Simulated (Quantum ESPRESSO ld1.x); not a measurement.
Problem. The aim is neutral rhenium in [Xe] 4f14 5d5 6s2. This ld1.x (Quantum ESPRESSO 7.5) run was made with `OMP_NUM_THREADS=1 ld1.x < ld1.in > ld1.out`. Can the result be used? Name any fault.

```
 &input
    zed=75.0,
    iswitch=1,
    rel=1,
    lsd=1,
    dft='PW',
    config='[Xe] 4f14 5d5 6s2',
    verbosity='high',
    rmax=6.0,
    prefix='ld1',
    max_out_wfc=37,
    file_charge='ld1.rho',
 /
```

Output (excerpt):

```
     Program LD1 v.7.5 starts

     --------------------------- All-electron run ----------------------------

     scalar relativistic calculation

     atomic number is 75.00
     dft =PW   lsd =1 sic =0 latt =0  beta=0.20 tr2=1.0E-14
     Exchange-correlation= PW
                           (   1   4   0   0   0   0   0)
     mesh =1765 r(mesh) =   6.01654 a.u. xmin = -8.00 dx = 0.00800
     1 Ry =  13.60569312 eV, c = 137.03599908

     n l     nl                  e(Ry)          e(Ha)          e(eV)
     1 0     1S 1( 1.00)   -5263.016697621   -2631.508348810 -71606.9900890
     2 0     2S 1( 1.00)    -912.550924307    -456.275462153 -12415.8878352
     2 1     2P 1( 3.00)    -796.625481189    -398.312740594 -10838.6418310
     3 0     3S 1( 1.00)    -211.191318773    -105.595659386  -2873.4042735
     3 1     3P 1( 3.00)    -177.016783736     -88.508391868  -2408.4360371
     4 0     4S 1( 1.00)     -43.981734045     -21.990867023   -598.4019764
     4 1     4P 1( 3.00)     -32.768441996     -16.384220998   -445.8373659
     3 2     3D 1( 5.00)    -138.222162660     -69.111081330  -1880.6083279
     5 0     5S 1( 1.00)      -6.292794439      -3.146397220    -85.6178300
     5 1     5P 1( 3.00)      -3.495837837      -1.747918918    -47.5632968
     4 2     4D 1( 5.00)     -18.703701851      -9.351850926   -254.4768277
     4 3     4F 1( 7.00)      -3.087478047      -1.543739024    -42.0072788
     5 2     5D 1( 5.00)      -0.451244240      -0.225622120     -6.1394907
     6 0     6S 1( 1.00)      -0.471899659      -0.235949829     -6.4205219
     1 0     1S 2( 1.00)   -5263.016518618   -2631.508259309 -71606.9876536
     2 0     2S 2( 1.00)    -912.534485724    -456.267242862 -12415.6641769
     2 1     2P 2( 3.00)    -796.611790260    -398.305895130 -10838.4555564
     3 0     3S 2( 1.00)    -211.183938036    -105.591969018  -2873.3038534
     3 1     3P 2( 3.00)    -177.008918515     -88.504459258  -2408.3290254
     4 0     4S 2( 1.00)     -43.965381695     -21.982690847   -598.1794914
     4 1     4P 2( 3.00)     -32.751933281     -16.375966640   -445.6127534
     3 2     3D 2( 5.00)    -138.210251754     -69.105125877  -1880.4462718
     5 0     5S 2( 1.00)      -6.152542909      -3.076271454    -83.7096107
     5 1     5P 2( 3.00)      -3.318928151      -1.659464075    -45.1563179
     4 2     4D 2( 5.00)     -18.683555678      -9.341777839   -254.2027250
     4 3     4F 2( 7.00)      -3.051180719      -1.525590359    -41.5134285
     5 2     5D 2( 0.00)      -0.258498191      -0.129249095     -3.5170471
     6 0     6S 2( 1.00)      -0.357932224      -0.178966112     -4.8699160

     final scf error:  1.6E-15 reached in  34 iterations

     Etot =  -33365.429788 Ry,  -16682.714894 Ha, -453959.798612 eV
     Total magnetization:    5.00 Bohr mag.

     Ekin =   36869.960727 Ry,   18434.980363 Ha,  501641.371102 eV
     Encl =  -82621.287489 Ry,  -41310.643744 Ha,-1124119.883000 eV
     Eh   =   13027.758247 Ry,    6513.879124 Ha,  177251.680794 eV
     Exc  =    -641.861273 Ry,    -320.930637 Ha,   -8732.967508 eV
```

Solution. No (inaccurate). The line at issue: rmax=6.0. The mesh cuts the orbital tails; the run ends without a warning, but the energy is off by +0.008027 hartree against the default mesh. The sound input gives -16682.723 hartree.
